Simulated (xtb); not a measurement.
C3H7BFN, SMILES C=C(B(C)N)F. All values are semi-empirical tight-binding results from xtb (GFN2-xTB unless named), good for trends rather than for accurate numbers. The structure is a stationary point at GFN2-xTB. This is a generated structure with no PubChem entry under its InChIKey; it may be hypothetical. The values are those of a single conformer.

orbital gap: 4.30 eV
dipole moment: 3.71 D
zero-point energy: 63.1 kcal/mol
G − E(el) at 298.15 K (modified RRHO): 43.2 kcal/mol
static polarisability (D4 model): 59.4 bohr³
solvation energy, GFN2-xTB/ALPB(water): -5.3 kcal/mol
solvation energy, GFN2-xTB/ALPB(ether): -7.1 kcal/mol

Computed IR lines (harmonic; lines under 4 % of the strongest left out, lines within 3 cm⁻¹ merged):
ν (cm⁻¹): 613 (vs), 667 (w), 823 (w), 864 (w), 889 (m), 918 (m), 1101 (s), 1218 (vs), 1369 (w), 1395 (w), 1402 (s), 1541 (s), 1659 (w), 3017 (w), 3029 (m), 3035 (w), 3107 (w), 3152 (w) (against the strongest line: vs over 80 %, s over 45 %, m over 15 %, w over 4 %, vw less)
